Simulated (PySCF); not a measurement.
These are PBE-D3(BJ)/def2-TZVP // PBE0-D4/def2-TZVP (PySCF) values and carry that method's errors. Gas-phase values, no solvent. One relaxed conformer stands for a flexible species; it need not be the lowest. Excitations are Tamm–Dancoff values on a coarser integration grid. The basis has no diffuse functions, so Rydberg states are missing or too high.

Reference species (SMILES): `O[Si](O)(O)O` (neutral, multiplicity 1).

```
Quantity                  Result
----------------------  --------
T1 excitation (TDA)      6.80 eV
LUMO                    -0.42 eV
S1 oscillator strength     0.005
HOMO                    -7.33 eV
```

Changed species: `O[Si](Br)(Br)Br` (H–O–Si–Br torsion 180°) (1 of 4 Br replaced by OH; the reference has 4 of 4 Br replaced by OH).

What does the change do to the T1 excitation (TDA), LUMO, S1 oscillator strength and HOMO?

the T1 excitation (TDA) decreases by 1.60 eV, to 5.20 eV; the LUMO decreases by 1.45 eV, to -1.87 eV; the S1 oscillator strength hardly moves; the HOMO increases by 0.10 eV, to -7.23 eV.
